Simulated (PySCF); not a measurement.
Isomers of C5H11NOSi2 and their computed core-level spectra.

Method used: delta-SCF UKS SCAN, pcX-2 on the ionised atom, pcseg-1 elsewhere, spin-free X2C in PySCF. Geometries: PBE0-D3(BJ)/def2-SVP; isolated species, one conformer each.

Line lists (1s up to Mg, 2p3/2 beyond; areas count atoms within a level, one atom standing for each set equivalent by bonding):
1. C 1s: 290.18 (area 1), 290.35 (area 1), 290.67 (area 1), 290.86 (area 1), 291.41 (area 1) eV; N 1s: 403.96 eV; O 1s: 539.52 eV; Si 2p3/2: 106.71 (area 1), 106.77 (area 1) eV
2. C 1s: 290.56 (area 1), 290.96 (area 1), 291.03 (area 1), 291.98 (area 1), 292.02 (area 1) eV; N 1s: 404.77 eV; O 1s: 537.77 eV; Si 2p3/2: 107.29 (area 1), 107.38 (area 1) eV
3. C 1s: 289.67 (area 1), 289.77 (area 1), 290.02 (area 1), 290.65 (area 1), 291.34 (area 1) eV; N 1s: 404.66 eV; O 1s: 537.15 eV; Si 2p3/2: 106.88 (area 1), 106.95 (area 1) eV
4. C 1s: 289.62 (area 1), 290.08 (area 1), 290.24 (area 1), 290.71 (area 1), 291.35 (area 1) eV; N 1s: 404.52 eV; O 1s: 539.58 eV; Si 2p3/2: 106.41 (area 1), 106.49 (area 1) eV
5. C 1s: 290.02 (area 1), 290.11 (area 1), 290.26 (area 1), 290.74 (area 1), 291.35 (area 1) eV; N 1s: 404.31 eV; O 1s: 539.54 eV; Si 2p3/2: 105.89 (area 1), 106.21 (area 1) eV
6. C 1s: 290.52 (area 1), 290.80 (area 1), 290.94 (area 1), 291.55 (area 1), 291.90 (area 1) eV; N 1s: 404.49 eV; O 1s: 537.84 eV; Si 2p3/2: 107.29 (area 1), 107.55 (area 1) eV

Structures:
A. `N#C[C@@H]1CC[C@@H]1[SiH2]O[SiH3]`
B. `[Si@H](c1occc1)(C[SiH3])N`
C. `CC[Si@@H]1O[SiH2]C[C@H]1C#N`
D. `CC1=C([SiH2]N[SiH3])OC=C1`
E. `C[SiH2][Si@@H](N)c1ccco1`
F. `CC#C[C@@H]1C[Si@@H](N)O[SiH2]1`

Task: Match each list to its structure.

Result: 
- 1 = D: another candidate has the same counts of sites, so positions decide. C 1s: 290.18 aromatic CH carbon, 290.35 substituted aromatic carbon, 290.67 substituted aromatic carbon, 290.86 benzylic-type carbon, 291.41 aromatic CH next to a ring oxygen; N 1s: 403.96 nitrogen bridging silicon atoms; O 1s: 539.52 furan-type oxygen; Si 2p3/2: 106.71 SiH2 silicon, 106.77 SiH3 silicon.
- 2 = A: another candidate has the same counts of sites, so positions decide. C 1s: 290.56 sp3 carbon bound to silicon, 290.96 four-membered-ring carbon, 291.03 four-membered-ring carbon, 291.98 sp3 carbon next to a nitrile, 292.02 nitrile carbon; N 1s: 404.77 nitrile nitrogen; O 1s: 537.77 siloxane oxygen; Si 2p3/2: 107.29 oxygen-bound silicon, 107.38 oxygen-bound silicon.
- 3 = F: another candidate has the same counts of sites, so positions decide. C 1s: 289.67 alkyne carbon, 289.77 alkyne carbon, 290.02 sp3 carbon bound to silicon, 290.65 sp3 carbon bound to silicon, 291.34 propargylic carbon; N 1s: 404.66 silicon-bound nitrogen; O 1s: 537.15 siloxane oxygen; Si 2p3/2: 106.88 oxygen-bound silicon, 106.95 oxygen-bound silicon.
- 4 = B: another candidate has the same counts of sites, so positions decide. C 1s: 289.62 sp3 carbon bound to silicon, 290.08 aromatic CH carbon, 290.24 aromatic CH carbon, 290.71 substituted aromatic carbon, 291.35 aromatic CH next to a ring oxygen; N 1s: 404.52 silicon-bound nitrogen; O 1s: 539.58 furan-type oxygen; Si 2p3/2: 106.41 SiH3 silicon, 106.49 SiH silicon.
- 5 = E: another candidate has the same counts of sites, so positions decide. C 1s: 290.02 Si-methyl carbon, 290.11 aromatic CH carbon, 290.26 aromatic CH carbon, 290.74 substituted aromatic carbon, 291.35 aromatic CH next to a ring oxygen; N 1s: 404.31 silicon-bound nitrogen; O 1s: 539.54 furan-type oxygen; Si 2p3/2: 105.89 SiH2 silicon, 106.21 SiH silicon.
- 6 = C: another candidate has the same counts of sites, so positions decide. C 1s: 290.52 sp3 carbon bound to silicon, 290.80 sp3 carbon bound to silicon, 290.94 methyl carbon, 291.55 sp3 carbon bound to silicon, 291.90 nitrile carbon; N 1s: 404.49 nitrile nitrogen; O 1s: 537.84 siloxane oxygen; Si 2p3/2: 107.29 oxygen-bound silicon, 107.55 oxygen-bound silicon.

For 2p shells one spin-free hole was relaxed; a mean-field spin–orbit operator and the ground-state splitting of the three 2p orbitals were then diagonalised within the shell. The shell's mean is (2 × 2p3/2 + 2p1/2)/3, and the degeneracies 2j + 1 give areas of 2:1.
